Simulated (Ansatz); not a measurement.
Consider the cleavage of the Ge–B bond: `[BH2][GeH2][CH3]` + HCl → `[CH3][GeH2][Cl]` + BH₃.

Calculated with Ansatz (gas phase, PBE0-D4/def2-TZVP geometries, no zero-point term in ΔE). CBS: MP2 limit from def2 TZ/QZ plus the TZ coupled-cluster correction, frozen cores. This one scheme is used for every species. Functionals use def2-TZVPP. HSE06 is defined as in plane-wave codes. For Ge outer-core shells are correlated without core-valence functions, which leaves a few kJ/mol of doubt a bond. Scalar relativity is left out up to krypton.

| level | ΔE (kJ/mol) |
| --- | --- |
| PBE-D4 | -80.0 |
| r2SCANh-D4 | -90.4 |
| HSE06-D4 | -86.1 |
| MP2/def2-SVP | -94.0 |
| HF/def2-TZVPP | -114.1 |
| CCSD(T)/def2-TZVPP | -87.0 |
| SCS-MP2/def2-QZVPP | -98.3 |
| MP2/CBS(def2) | -95.2 |

Q: What does CCSD(T)/CBS give? (Estimate.)

A: Computed: -86.8 kJ/mol. The listed levels differ from it by 6.8, -3.6, 0.7, -7.2, -27.3, -0.2, -11.5, -8.4 kJ/mol.

Largest T1 diagnostic among the species: 0.011.

In def2-TZVPP, CCSD(T) changes the Hartree–Fock value by +27.2 kJ/mol (the triples alone add +1.4 kJ/mol) and MP2 by +18.8 kJ/mol. From PBE to PBE0 (25 % exact exchange), in def2-TZVPP and without D4, ΔE moves by −6.0 kJ/mol.
